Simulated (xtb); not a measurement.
Cl₂H₄N₂Sn, SMILES [NH2][Sn]([Cl])([Cl])[NH2]. All values are semi-empirical tight-binding results from xtb (GFN2-xTB unless named), good for trends rather than for accurate numbers. Geometry optimised at GFN2-xTB. The structure was generated by enumeration; whether it is a known compound was not checked. Other conformers were not sampled.

For metal compounds this method's bond lengths and energies can be far off.

Task: Estimate the properties. (Estimate from the structure and the level; the computed values follow.)

Result: 
The point group as xtb finds it comes out as C2, the orbital gap is 3.11 eV and the zero-point energy is 31.2 kcal/mol. The G − E(el) at 298.15 K (modified RRHO) is 8.6 kcal/mol.
